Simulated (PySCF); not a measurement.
**Broadened absorption spectrum of GeCl2H2**

Compound: GeCl2H2.
SMILES: `[H][Ge]([H])([Cl])[Cl]`

Computed with TDDFT CAM-B3LYP/def2-SVPD, vertical, gas phase, core orbitals frozen in the response in PySCF. Isolated species at its PBE0-D3(BJ)/def2-SVP geometry, gas phase. The CAM-B3LYP/def2-SVPD calculation is non-relativistic and has no spin–orbit coupling, an omission that weighs most on germanium.

Each state is given a Gaussian of 0.25 eV full width at half maximum, with ε(max) = 2.175×10⁸ f / Δν̃ (Δν̃ the width in cm⁻¹). The width is an assumption, not a result. The curve ends short of the highest state used, and states not computed would add to its high-energy end.

```
E (eV)  ε (L mol⁻¹ cm⁻¹)
  6.44                 7
  6.49                32
  6.55               151
  6.60               430
  6.66              1130
  6.71              1989
  6.77              2973
  6.82              3385
  6.88              3359
  6.93              3252
  6.99              3312
  7.05              3332
  7.10              3153
  7.16              3068
  7.21              3478
  7.27              4330
  7.32              4642
  7.38              3945
  7.43              2729
  7.49              1313
  7.54               560
  7.60               152
  7.66                37
  7.71                26
  7.77                52
  7.82               113
  7.88               295
  7.93               607
  7.99              1201
  8.04              1764
  8.10              2242
  8.15              2348
  8.21              2285
  8.27              2490
  8.32              3244
  8.38              5019
  8.43              6822
  8.49              8123
  8.54              7659
  8.60              5523
  8.65              3488
  8.71              1797
  8.76              1084
  8.82               652
```

(1) Locate the maxima and give the states behind the curve.

(2) Coming from long wavelengths, where does ε first pass 100 L mol⁻¹ cm⁻¹?

Results:

(1) 181 nm (6.84 eV), ε about 3400, made up of S1 (86%) and S2 (14%); 176 nm (7.03 eV), ε about 3400, made up of S1 (12%) and S2 (86%) (hardly more than a shoulder); 169 nm (7.32 eV), ε about 4600, made up of S4 (97%); 152 nm (8.15 eV), ε about 2300, made up of S7 (35%), S8 (52%) and S9 (12%) (hardly more than a shoulder); 146 nm (8.50 eV), ε about 8200, made up of S10 (96%) (ε in L mol⁻¹ cm⁻¹; maxima over ε = 5, shares over 10%). The states used: S1 6.81 eV (f 0.029); S2 7.05 eV (f 0.027); S3 7.12 eV (f 0.0000); S4 7.32 eV (f 0.042); S5 7.57 eV (f 0.0000); S6 7.86 eV (f 0.0004); S7 8.07 eV (f 0.0096); S8 8.15 eV (f 0.011); S9 8.33 eV (f 0.011); S10 8.51 eV (f 0.073); S11 8.69 eV (f 0.0000); S12 8.76 eV (f 0.0059); S13 9.31 eV (f 0.0001); S14 9.35 eV (f 0.0011); S15 9.42 eV (f 0.213).

(2) At about 190 nm (6.53 eV), 0.28 eV below S1.

On an Arm Neoverse V2 with one thread, shared host, this took 7.8 s wall.
